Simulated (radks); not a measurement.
Species: Pb4+. Configuration: [Xe] 4f14 5d10.

Method: Dirac Kohn-Sham, AM05, spin-unpolarised, spherical densities, point nucleus; computed with a radial shooting solver on a logarithmic mesh with Libxc functionals.

Energy parts (hartree):
total: -20914.2428
kinetic: 24348.4560
electron-nucleus: -52835.7534
Hartree: 7951.2321
exchange-correlation: -378.1775

Orbitals (lengths in bohr, moments of r in powers of bohr):
orbital  occ.  eigenvalue (hartree)       <r^4>      <r^2>   <1/r>  small-component weight
1s1/2       2             -3232.428   3.539e-07  0.0003574   101.4                9.79e-02
2s1/2       2             -578.9539  0.00005073   0.005367   25.06                2.26e-02
2p1/2       2             -556.0744  0.00002991   0.003777   25.00                2.27e-02
2p3/2       4             -475.6917  0.00004825   0.004959   19.96                1.99e-02
3s1/2       2             -140.1059    0.001833    0.03480   9.186                7.59e-03
3p1/2       2             -129.7847    0.001588    0.03161   9.096                7.54e-03
3p3/2       4             -111.8524    0.002257    0.03796   7.776                6.74e-03
3d3/2       4             -94.88359    0.001478    0.02894   7.679                6.63e-03
3d5/2       6             -91.06534    0.001641    0.03065   7.385                6.42e-03
4s1/2       2             -32.87091     0.04018     0.1669   3.904                2.62e-03
4p1/2       2             -28.40874     0.04237     0.1692   3.794                2.52e-03
4p3/2       4             -24.01081     0.05939     0.2006   3.335                2.21e-03
4d3/2       4             -16.74199     0.06848     0.2084   3.139                2.01e-03
4d5/2       6             -15.92103     0.07570     0.2193   3.036                1.93e-03
5s1/2       2              -6.80307      0.9575     0.8162   1.623                7.07e-04
4f5/2       6              -6.50088      0.1158     0.2433   2.696                1.57e-03
4f7/2       8              -6.31577      0.1224     0.2502   2.657                1.54e-03
5p1/2       2              -5.27629       1.291     0.9354   1.501                6.20e-04
5p3/2       4              -4.44676       1.892      1.130   1.333                5.23e-04
5d3/2       4              -2.32649       4.979      1.756   1.059                3.42e-04
5d5/2       6              -2.22562       5.637      1.868   1.022                3.22e-04
6s1/2       0              -1.76091       29.02      4.515  0.6428                1.43e-04
6p1/2       0              -1.38628       48.77      5.819  0.5622                1.12e-04
6p3/2       0              -1.26274       67.15      6.854  0.5137                9.78e-05

The highest occupied level is 5d5/2 at -60.562 eV. The density falls to 0.001 e/bohr^3 at r = 3.00 bohr. For comparison, the ionisation energy in NIST's Atomic Spectra Database is 68.8 eV (semi-empirical). In exact Kohn-Sham theory the highest level is minus the ionisation energy, but local and semilocal functionals leave it too shallow, through self-interaction and a potential that decays too fast; potentials with the right tail come closer. Summed over all electrons, <r^2> = 33.96 bohr^2, which gives a Langevin (diamagnetic) susceptibility term of -26.9 x 10^-6 cm^3/mol.
